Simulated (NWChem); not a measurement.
SiNH₅O; SMILES N[SiH2]O

```xyz
8

Si    -0.4681     0.0273    -0.0013
N      0.4164    -1.4415     0.0098
O      0.5398     1.3603    -0.0250
H     -1.3167     0.0927     1.2291
H     -1.3266    -0.0041    -1.2234
H      0.8162    -1.7902    -0.8538
H      1.0036    -1.6799     0.8011
H      0.1434     2.2079     0.1963
```
Atoms are numbered in this order, from 1.

All runs: NWChem. Structure relaxed at the PBE0/def2-SVP level. Vertical excitations in the gas phase; the lowest state need not have the same character in each row.

Q: Order these by “lowest excitation, singlet (eV)”, lowest first: LDA (Slater exchange, VWN5)/def2-SVP, full TDDFT; B3LYP/def2-SVP, full TDDFT; PBE0/def2-SVP, full TDDFT.

A: LDA (Slater exchange, VWN5)/def2-SVP, full TDDFT (6.77), B3LYP/def2-SVP, full TDDFT (7.16), PBE0/def2-SVP, full TDDFT (7.40)
